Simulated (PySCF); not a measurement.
Si(Cl)(Br)(Me)(OH) (CH4BrClOSi), SMILES C[Si](O)(Cl)Br. Heavy atoms are numbered as in [CH3:1][Si:2]([OH:3])([Cl:4])[Br:5]. Hydrogens are named by the atom that carries them.

Coordinates come from a PBE-D3(BJ)/def2-SVP optimisation. The structure was generated by enumeration, and PubChem lists no compound with its InChIKey, so it may never have been made. Other conformers were not sampled.

The numbers are results of HF/pcSseg-1 run with PySCF, not measurements.

GIAO shieldings, no solvent; atoms alike by connectivity are averaged. δ = σ(ref) − σ: ¹³C against TMS (σ = 192.6 ppm); ²⁹Si against TMS (σ = 393.8 ppm); ¹⁷O against H2O (σ = 333.0 ppm); ³⁵Cl against HCl (σ = 958.2 ppm); ¹H against TMS (σ = 31.99 ppm), references at their B3LYP-D3(BJ)/def2-TZVP geometries, non-relativistic (without spin–orbit terms, shifts of atoms bonded to Cl or Br come out too high).

Computed chemical shifts:
```
nucleus     atoms  count  δ (ppm)
-------  --------  -----  -------
¹³C      C1 (CH3)      1      9.2
²⁹Si          Si2      1     17.9
¹⁷O       O3 (OH)      1     75.9
³⁵Cl          Cl4      1     69.4
¹H        H on O3      1     3.36
¹H        H on C1      3     1.33
```
